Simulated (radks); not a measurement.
The numbers below are computed, except where a source is named.
The xenon ion Xe3+, configuration [Kr] 4d10 5s2 5p3. Code: a radial shooting solver on a logarithmic mesh with Libxc functionals. Model: Dirac Kohn-Sham, PBE, spin-unpolarised, spherical densities, point nucleus; open shells are shared between the two j in proportion to 2j + 1.

Unscreened Slater integrals over Kohn-Sham orbitals (hartree). Large and small components are both included.

\begin{tabular}{lr}
integral & value \\ \hline
F0(5p3/2,5p3/2) & 0.44281 \\
F2(5p3/2,5p3/2) & 0.24112 \\
F0(5p3/2,5p1/2) & 0.45032 \\
G2(5p3/2,5p1/2) & 0.24403 \\
F0(5p3/2,5s1/2) & 0.47357 \\
G1(5p3/2,5s1/2) & 0.31517 \\
F0(5p3/2,4d5/2) & 0.55008 \\
F2(5p3/2,4d5/2) & 0.15868 \\
G1(5p3/2,4d5/2) & 0.048289 \\
G3(5p3/2,4d5/2) & 0.045929 \\
F0(5p1/2,5p1/2) & 0.45840 \\
F0(5p1/2,5s1/2) & 0.48347 \\
G1(5p1/2,5s1/2) & 0.33043 \\
F0(5p1/2,4d5/2) & 0.56718 \\
G3(5p1/2,4d5/2) & 0.051226 \\
F0(5s1/2,5s1/2) & 0.51454 \\
F0(5s1/2,4d5/2) & 0.62544 \\
G2(5s1/2,4d5/2) & 0.077433 \\
F0(4d5/2,4d5/2) & 1.0286 \\
F2(4d5/2,4d5/2) & 0.52212 \\
F4(4d5/2,4d5/2) & 0.34736 \\
\end{tabular}
